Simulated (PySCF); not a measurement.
# Electron correlation in Re (rhenium, neutral)

[Xe] 4f14 5d5 6s1 6p1, high-spin 8P determinant (an excited configuration). Computed with PySCF 2.14 in aug-cc-pwCVDZ-PP with ECP60MDF (6s6p5d3f, 70 functions), with scalar relativity through the core potential. Frozen: 5s2 5p6; 7 electrons correlated.

```
  level  correlation energy (mhartree)
   CCSD                         -86.17
    (T)                          -1.31
CCSD(T)                         -87.48
```

Diagnostics: T1 = 0.0069, D1 = 0.0237, largest double amplitude 0.022.

Spin-orbit coupling, absent here, splits the open shell strongly.

Cost of the coupled-cluster step: roughly 4 core-seconds, for 7 correlated electrons.
